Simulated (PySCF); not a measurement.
**Finite-field polarisability of P (phosphorus, neutral)**

[Ne] 3s2 3p3, high-spin 4S determinant. All numbers are calculated (PySCF 2.14, the spin-free X2C one-electron Hamiltonian (Gaussian nucleus), in dyall-acv3z (19s12p6d4f, 113 functions)). Frozen: [Ne]. Energy changes in a uniform field (μhartree):

```tsv
axis	F (au)	HF	MP2	CCSD	CCSD(T)
x	0.0028	-99.617	-98.208	-97.920	-98.146
x	0.0056	-398.711	-393.089	-391.935	-392.844
```

**Question.** Derive α along x at CCSD(T) from the two fields.

**Answer.** With ΔE = −αF²/2 − γF⁴/24, α = −(16 ΔE(F) − ΔE(2F))/(6F²) = 25.03 bohr³.

**Question.** And the mean polarisability at each level?

**Answer.** HF 25.41, MP2 25.05, CCSD 24.97, CCSD(T) 25.03 bohr³. Reference: 25 ± 1 bohr³ (recommended; Schwerdtfeger and Nagle, table of static dipole polarizabilities (2023 update)).
